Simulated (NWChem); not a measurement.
# CH3AlBrCl; SMILES [CH3][Al]([Cl])[Br]

Program: NWChem. Coordinates come from a PBE0/def2-SVP optimisation.

Diagonal of the polarisability tensor at B3LYP/def2-SVPD, static: 78.13, 83.67, 58.68 bohr³.

Question: Find the mean polarisability volume, the molar refraction, and the refractive index that an ideal gas of it would have at 273.15 K and 1 atm.

Answer: 
1. Mean: one third of the trace = 73.49 bohr³ × 0.14818 Å³/bohr³ = 10.89 Å³.
2. Molar refraction (Lorentz-Lorenz): (4π/3) N_A α = 27.5 cm³/mol.
3. Number density p/kT = 2.687 × 10⁻⁵ Å⁻³; n − 1 = 2π N α = 18.39 × 10⁻⁴.
4. These hold the electronic response alone: vibrational and orientational terms add to the static dielectric constant.
